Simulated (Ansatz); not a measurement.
C2H5O (SMILES C[CH-]O), charge -1, singlet, geometry from GFN2-xTB (a gas-phase anion, which may not be bound at this level), atoms displaced at random by about 0.02 Å a coordinate. Base run: Ansatz (a program for electronic structure) with PBE/def2-SV(P).

Here is a job for Ansatz.
Ansatz 0.2 input:
```yaml
crystal:
  periodic: [false, false, false]
  atoms:
    - {symbol: C, position_ang: [1.10153295, -0.42329097, 0.17430519]}
    - {symbol: C, position_ang: [0.06589726, 0.70195704, 0.09753175]}
    - {symbol: O, position_ang: [-1.23905258, 0.00643583, -0.22278508]}
    - {symbol: H, position_ang: [-1.53205352, -0.32697431, 0.67484618]}
    - {symbol: H, position_ang: [0.26505447, 1.14966509, -0.94525447]}
    - {symbol: H, position_ang: [2.12035777, -0.04394658, 0.21246753]}
    - {symbol: H, position_ang: [0.95795763, -1.06291804, 1.08449198]}
    - {symbol: H, position_ang: [1.13640022, -1.18608557, -0.68115477]}
basis:
  gaussian:
    orbitals: def2-SV_P_.json
hamiltonian:
  xc: pbe
total_charge: -1
relax: {}
```
The basis file holds def2-SV(P) in the JSON format of the Basis Set Exchange.

Variants of this job, named by their change:

```json
[
 {"change": "base", "ΔE vs base (µEh)": "0.0", "optimiser steps": "11", "core-seconds (rough)": "10"},
 {"change": "relax = f_tol: 0.1", "ΔE vs base (µEh)": "89.4", "optimiser steps": "5", "core-seconds (rough)": "5"},
 {"change": "relax = max_displacement: 0.5", "ΔE vs base (µEh)": "-0.1", "optimiser steps": "14", "core-seconds (rough)": "10"},
 {"change": "relax = f_tol: 0.002", "ΔE vs base (µEh)": "-0.1", "optimiser steps": "12", "core-seconds (rough)": "10"},
 {"change": "relax = escape_saddle: false", "ΔE vs base (µEh)": "0.0", "optimiser steps": "11", "core-seconds (rough)": "10"},
 {"change": "relax = f_tol: 0.05", "ΔE vs base (µEh)": "6.5", "optimiser steps": "8", "core-seconds (rough)": "8"},
 {"change": "relax = max_displacement: 0.02", "ΔE vs base (µEh)": "0.0", "optimiser steps": "25", "core-seconds (rough)": "20"}
]
```

A gas-phase anion may not be bound at this level; its values then depend on the basis.
